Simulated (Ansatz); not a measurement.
`CS[SiH](N)F` and `CS[SiH](F)[SiH3]` differ in one atom or group.

Ansatz, PBE0-D4/def2-TZVP geometries, multiplicity 1. Each molecule was computed in one conformer, which needn't be the lowest.

```
                                          property  `CS[SiH](N)F`
                 HOMO energy (PBE/def2-TZVPP) / eV          -5.79
               LUMO energy (B3LYP/def2-TZVPP) / eV           0.02
size of the dipole moment (ωB97M-V/def2-TZVPP) / D           0.70
             HOMO energy (ωB97M-V/def2-TZVPP) / eV          -9.23
             HOMO–LUMO gap (B3LYP/def2-TZVPP) / eV           6.81
               HOMO energy (B3LYP/def2-TZVPP) / eV          -6.78
```

(1) Give the same properties after the change, and the shifts. (Best estimate.)

## Answers

(1) Computed: 
| property | `CS[SiH](F)[SiH3]` | shift |
| --- | --- | --- |
| HOMO energy (PBE/def2-TZVPP) / eV | -6.14 | -0.35 |
| LUMO energy (B3LYP/def2-TZVPP) / eV | -0.55 | -0.57 |
| size of the dipole moment (ωB97M-V/def2-TZVPP) / D | 1.47 | 0.77 |
| HOMO energy (ωB97M-V/def2-TZVPP) / eV | -9.55 | -0.32 |
| HOMO–LUMO gap (B3LYP/def2-TZVPP) / eV | 6.55 | -0.26 |
| HOMO energy (B3LYP/def2-TZVPP) / eV | -7.10 | -0.32 |

With PBE0 the HOMO falls by 0.32 eV and the LUMO falls by 0.67 eV, so the gap narrows by about 0.35 eV. PBE moves the HOMO by -0.35 eV and ωB97M-V by -0.32 eV. Dipoles are sizes alone; their direction can turn.

B3LYP here is the variant with VWN-RPA as its local correlation; programs differ in this.
